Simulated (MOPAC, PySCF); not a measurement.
System: H3Si (cation, charge +1), singlet: umbrella (inversion) coordinate, bond length relaxed. Scanned: angle between the Si-H bonds and the threefold axis (90 = planar). Other coordinates (Si-H bond length) were minimised at B3LYP/def2-TZVP.

- AM1, restricted, heats of formation (MOPAC)
- RHF/LANL2DZ = restricted Hartree-Fock/LANL2DZ, with its core potentials past Ne (PySCF)
- RMP2/6-31G* = restricted MP2 (frozen core)/6-31G*, spherical d (PySCF)

Energies in kcal/mol, each method relative to its own lowest point.

```
a / °          AM1  RHF/LANL2DZ  RMP2/6-31G*
------  ----------  -----------  -----------
90             0.0          0.0          0.0
93.23          0.4          0.6          0.6
95.43   (withheld)          1.8          1.7
99.66          3.3          5.7          5.3
102.48  (withheld)          9.5          8.9
104.93         7.8         13.6         12.8
108.65        12.1         21.2         20.1
111.74  (withheld)         28.9         27.5
114.26        20.4         36.1         34.4
116.54  (withheld)         43.4         41.4
119.63        30.2         54.4         51.9
122.99        37.3         68.0         65.0
125.51        43.1         79.4         76.0
128.49  (withheld)         94.3         90.3
132           59.5        114.1        109.1
```

Q: Fill in the missing entries.

A: 
- 95.43, AM1: 1.0
- 102.48, AM1: 5.4
- 111.74, AM1: 16.4
- 116.54, AM1: 24.4
- 128.49, AM1: 50.3
